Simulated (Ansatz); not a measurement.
## FH6Si3+: where a starting geometry ends

The starting geometry of this gas-phase singlet was optimised with GFN2-xTB; its bonds are those of `F[SiH2][SiH2][SiH2+]`.

| atom | x (Å) | y (Å) | z (Å) |
| --- | --- | --- | --- |
| F | -2.8106 | -0.9867 | 0.2916 |
| Si | -1.5367 | -1.9838 | 0.2215 |
| Si | 0.1444 | -0.3567 | 0.5882 |
| Si | -0.9597 | 1.7342 | 0.7290 |
| H | -1.7058 | -2.9210 | 1.3153 |
| H | -1.5435 | -2.5330 | -1.1211 |
| H | 1.1295 | -0.1176 | -0.4833 |
| H | 0.8902 | -0.4003 | 1.8607 |
| H | -1.3984 | 2.6085 | -0.3659 |
| H | -1.4738 | 2.4396 | 1.9097 |

**Question.** Where would you expect an optimisation with r2SCAN-D4/def2-SVP to take it?

**Answer.** A new bond forms, giving a structure with F1 bridging Si2 and Si4, given below by its coordinates. Distances that change by over a tenth: F1–Si2 (1.62 → 1.84 Å). Contacts that close: F1–Si4 (3.32 → 1.84 Å).

The energy falls by 1.16 eV over 13 steps:

```tsv
step	E − E(last) (eV)
1	1.163
2	0.932
4	0.764
5	0.588
6	0.313
8	0.041
9	0.022
10	0.003
12	0.000
13	0.000
```

Final geometry (Å):

```xyz
10

F    -2.4272   -0.2002    0.3729
Si   -1.3907   -1.7126    0.2726
Si    0.4685   -0.3000    0.6104
Si   -1.3194    1.2389    0.6452
H    -1.9296   -2.5209    1.3889
H    -1.7155   -2.2098   -1.0829
H     1.3536   -0.1717   -0.5748
H     1.1343   -0.4819    1.9251
H    -1.6122    2.0720   -0.5423
H    -1.8261    1.7693    1.9305
```

Frequencies at the end are all real (lowest 89 cm⁻¹). Run with Ansatz 0.2.0, 38 s on 2 threads of AMD EPYC 7R43 64-Core Processor (Zen 3), on a shared host.
